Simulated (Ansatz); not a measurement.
`[OH][GeH]([Cl])[Cl]` + H₂O → `[OH][GeH]([OH])[Cl]` + HCl at 700 K and 1 bar (formal hydrolysis of a Ge–Cl bond).

Computed with Ansatz on PBE0-D4/def2-TZVP structures; ΔE is electronic, products minus reactants. CCSD(T)/CBS adds triple-zeta CCSD(T) − MP2 to the extrapolated MP2 energy (def2 sets, frozen cores). This one scheme is used for every species. For Ge outer-core shells are correlated without core-valence functions, which leaves a few kJ/mol of doubt a bond. Scalar relativity is left out up to krypton. One conformer a species, not always the lowest.

```json
{"species": "`[OH][GeH]([Cl])[Cl]`", "CCSD(T)/CBS energy (Eh)": "-3072.15640", "H − E (kJ/mol)": "124.2", "S (J/(mol·K))": "422.4"}
{"species": "H₂O", "CCSD(T)/CBS energy (Eh)": "-76.37941", "H − E (kJ/mol)": "80.5", "S (J/(mol·K))": "218.4"}
{"species": "`[OH][GeH]([OH])[Cl]`", "CCSD(T)/CBS energy (Eh)": "-2688.14170", "H − E (kJ/mol)": "161.6", "S (J/(mol·K))": "430.3"}
{"species": "HCl", "CCSD(T)/CBS energy (Eh)": "-460.38127", "H − E (kJ/mol)": "38.4", "S (J/(mol·K))": "211.8"}
```

H − E and S are ideal-gas, rigid-rotor, harmonic terms from PBE0-D4/def2-TZVP, for one conformer and one mirror image of each species. 1 Eh = 2625.50 kJ/mol, R = 8.31446 J/(mol·K).

By hand: ΔE, ΔH, ΔS and ΔG.

ΔE = (-2688.14170) + (-460.38127) − (-3072.15640) − (-76.37941) = 0.01284 Eh = 33.7 kJ/mol. Δ(H − E) = 161.6 + 38.4 − 124.2 − 80.5 = -4.7, so ΔH = 29.0 kJ/mol. ΔS = 430.3 + 211.8 − 422.4 − 218.4 = 1.3 J/(mol·K). ΔG = 29.0 − 700 × (1.3)/1000 = 28.1 kJ/mol.

By hand: the equilibrium constant, and the temperature at which ΔG would vanish if ΔH and ΔS stayed fixed.

log₁₀ K = −ΔG/(RT ln 10) = -2.1. ΔG = 0 at ΔH/ΔS = 22308 K, far beyond where these terms or the molecules hold.

The number of gas molecules stays the same, so ΔS is small and ΔH decides. A doubt of 5 kJ/mol in ΔE shifts log₁₀ K by 0.4 here. Other conformers and mirror images would add mixing entropy, several J/(mol·K) or more a flexible species. These are equilibria of isolated gas molecules and say nothing of rates. Largest T1 diagnostic: 0.011 (customary marks: 0.02 for closed shells, 0.045 for open ones).
